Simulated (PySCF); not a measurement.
## CH8ClO2Si3: g tensor and hyperfine couplings

Compound: CH₈ClO₂Si₃ (doublet state).
Z-matrix (Å and degrees, GFN2-xTB geometry), rows numbered from 1:
```
Si
C   1  1.9094
O   2  1.4073  1  106.19
Si  3  1.6174  2  130.62  1  -118.65
O   4  1.6263  3  104.65  2   166.39
Si  5  1.6109  4  149.23  3   -42.51
Cl  6  2.0079  5  108.17  4   -77.31
H   1  1.4645  2  108.31  3  -178.82
H   1  1.4629  2  107.71  3    61.42
H   1  1.4613  2  107.87  3   -58.30
H   2  1.0937  1  112.27  3   117.70
H   2  1.0932  1  112.70  3  -121.08
H   4  1.4596  3  112.78  2    49.61
H   6  1.4531  5  103.62  4   166.07
H   6  1.4547  5  110.94  4    41.13
```

The hyperfine couplings belong to this conformer and change with its torsions.

As a line formula: `[SiH3]CO[SiH]O[SiH2]Cl` [radical].

Computed with UKS B3LYP, pcH-1 on C Cl H O Si, non-relativistic, mean-field spin-orbit, GIAO in PySCF. Isolated species at its GFN2-xTB geometry (one conformer only). A GFN2-xTB geometry isn't a minimum of the functional, and hyperfine couplings can be far from their values at a DFT geometry, by a factor of two or more for some ions and for spin on atoms past the first row. Stability of the SCF solution: not tested.

| Property | Result |
| --- | --- |
| g1, g2, g3 | 2.00119, 2.00228, 2.00310 |
| g_iso | 2.00219 |
| Form of g | rhombic: the two nearest values differ by 43 % of g3 − g1 |
| ⟨S²⟩ | 0.7516 (exact 0.7500) |
| HOMO–LUMO gap, α and β orbitals | 5.66, 5.50 eV |
| Total energy | -1522.19638 Eh |

Hyperfine couplings atom by atom, in mT; T1 to T3 are the principal values of the dipolar part (MHz turned into mT with g_iso):

```tsv
atom	isotope	a_iso	of which spin–orbit	T1	T2	T3	Mulliken spin population
Si1	29Si	-0.12	0.00	-0.05	0.02	0.03	0.00
C2	13C	-0.08	0.00	-0.04	-0.03	0.07	0.00
O3	17O	-1.45	0.00	-1.30	0.62	0.68	0.07
Si4	29Si	-27.11	0.03	-4.70	2.28	2.42	0.78
O5	17O	-2.31	0.00	-0.53	0.24	0.28	0.02
Si6	29Si	-0.79	0.00	-0.17	0.08	0.09	0.01
Cl7	35Cl	0.01	0.00	-0.02	-0.02	0.04	0.00
H8	1H	0.13	0.00	-0.02	-0.02	0.04	0.00
H9	1H	-0.01	0.00	-0.04	-0.03	0.07	0.00
H10	1H	0.01	0.00	-0.03	-0.02	0.05	0.00
H11	1H	0.06	0.00	-0.08	-0.06	0.14	0.00
H12	1H	0.04	0.00	-0.10	-0.07	0.17	0.00
H13	1H	8.20	0.00	-0.23	-0.03	0.26	0.11
H14	1H	-0.03	0.00	-0.04	-0.04	0.07	0.00
H15	1H	0.07	0.00	-0.04	-0.03	0.07	0.00
```

Largest spin populations (Mulliken): Si4 (+0.78), H13 (+0.11) and O3 (+0.07). No atom but Si4 exceeds +0.15. The angles at Si4 add up to 325.1°, so it is pyramidal.

Under fast tumbling the dipolar parts average out, and these isotropic splittings remain: 1 × 1H (H13, I = 1/2, 2 lines) with 8.20 mT, 2 × 1H (H11/H12, I = 1/2, 3 lines) with 0.05 mT and 3 × 1H (H8/H9/H10, I = 1/2, 4 lines) with 0.05 mT.

Class means assume fast exchange of nuclei equivalent by connectivity; if that motion is slow, each nucleus keeps its own coupling.

The 29Si coupling of Si4 (-759.7 MHz) shows only in satellite lines or after enrichment, since that isotope makes up about 4.7 % of natural silicon.

The 17O coupling of O5 (-64.6 MHz) shows only in satellite lines or after enrichment, since that isotope makes up about 0.038 % of natural oxygen.

β density exceeds α density at some nuclei, such as C2 (-0.0020), spin density in bohr⁻³. In a single determinant that takes different orbitals for the two spins, that is spin polarisation.

Hardware: one thread of an Intel Xeon Platinum 8375C at 2.90 GHz, no GPU, shared host with 128 logical CPUs at a one-minute load of 92. Cost: 2.8 min (with the writing of density and orbital grids), 1.0 GiB resident at most.
